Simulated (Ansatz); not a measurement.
C2H9NOSi (`CO[SiH2]CN`), relaxed with RKS PBE0-D4/def2-TZVP in the Gaussian-basis code of Ansatz from a PBE-D4/def2-SVP geometry. The force threshold is 0.005 eV/Å; the program also tests the step.

The species carries charge 0 and has multiplicity 1.

Start:

```xyz
14

C    -0.171   -0.699    1.982
O     0.782    0.240    1.509
Si    0.541    1.169    0.132
C     0.438    0.108   -1.440
N    -0.762   -0.736   -1.407
H     0.302   -1.308    2.783
H    -1.062   -0.190    2.423
H    -0.527   -1.375    1.172
H     1.720    2.094    0.054
H    -0.742    1.968    0.245
H     0.554    0.769   -2.341
H     1.340   -0.544   -1.430
H    -0.805   -1.346   -2.233
H    -1.607   -0.150   -1.448
```

Q: By how much does the energy fall, and how many steps does the optimiser take? (An estimate is asked.)

A: The calculation gave: 7.85 kJ/mol, in 12 steps.

Q: Which bonds change most? (Estimate.)

A: The calculation gave: O2–Si3 from 1.679 to 1.640 Å; Si3–C4 from 1.899 to 1.877 Å; C4–H11 from 1.124 to 1.103 Å; C1–H7 from 1.117 to 1.097 Å.

Q: Give the relaxed structure. (Best estimate.)

A: Computed: 
```xyz
14

C    -0.157   -0.699    1.992
O     0.794    0.206    1.474
Si    0.544    1.121    0.137
C     0.440    0.108   -1.441
N    -0.777   -0.701   -1.448
H     0.260   -1.150    2.894
H    -1.088   -0.184    2.260
H    -0.393   -1.486    1.270
H     1.690    2.061    0.062
H    -0.740    1.878    0.271
H     0.557    0.777   -2.310
H     1.309   -0.559   -1.449
H    -0.841   -1.263   -2.287
H    -1.599   -0.110   -1.425
```
